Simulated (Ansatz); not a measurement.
Species: ScO₂H₂, charge 0, multiplicity 2. SMILES: [Sc]([OH])[OH]
Coordinates optimised at B3LYP-D3(BJ)/def2-TZVP (Ansatz, a quantum-chemistry and plane-wave program):
```
Sc
O 1 1.8623
H 2 0.9556 1 161.85
O 1 1.8623 2 129.65 3 0.00
H 4 0.9556 1 161.85 2 0.00
```
Charge 0, spin multiplicity 2.

Property: atomisation energy, in kcal/mol. Conventions: six Cartesian d functions in 6-31G* and its kin unless marked 5d; LANL2DZ with its own core potentials from Na on; spin-orbit terms left out; atomisation electronic, to ground-state atoms; dispersion terms only where a functional's name holds one; non-relativistic; UHF or UKS for open shells; frozen cores in correlated levels (noble-gas shells and the d and f shells of earlier blocks). Ab initio and DFT rows: single points at B3LYP-D3(BJ) geometries (Ansatz). A UHF reference is markedly spin-contaminated in at least one set, which strains HF and MP2. The Hartree-Fock reference of Sc atom is unstable towards a lower, spin-broken solution.

| level | program | atomisation energy (kcal/mol) |
|---|---|---|
| HF/LANL2DZ | Ansatz | 279.0 |
| HF/6-31G* with LANL2DZ past Ar | Ansatz | 282.6 |
| SVWN5/6-31G* with LANL2DZ past Ar | Ansatz | 531.4 |
| PBE/LANL2DZ | Ansatz | 460.2 |
| PBE/def2-SVP | Ansatz | 468.4 |
| PBE/6-31G* with LANL2DZ past Ar | Ansatz | 463.6 |
| BLYP/6-31G* with LANL2DZ past Ar | Ansatz | 455.4 |
| B3LYP/LANL2DZ | Ansatz | 438.9 |
| B3LYP/def2-SVP | Ansatz | 446.4 |
| B3LYP/6-31G* with LANL2DZ past Ar | Ansatz | 441.9 |
| PBE0/6-31G* with LANL2DZ past Ar | Ansatz | 437.1 |
| MP2/LANL2DZ | Ansatz | 393.4 |
| MP2/6-31G* with LANL2DZ past Ar | Ansatz | 414.7 |
| B3LYP/def2-TZVPD | Ansatz | 448.2 |
| B2PLYP-D3(BJ)/def2-TZVPD | Ansatz + dftd3 | 446.1 |

No value to compare with is used here. The 13 habitual levels span 279.0 (HF/LANL2DZ) to 531.4 kcal/mol (SVWN5/6-31G* with LANL2DZ past Ar); B3LYP/def2-TZVPD gives 448.2.

The levels are drawn from those run, B3LYP/6-31G* more often than the rest, none by its result; left out are runs that failed, that the program found above a lower state of the same kind, or whose <S^2> lies over 0.5 above the pure value.
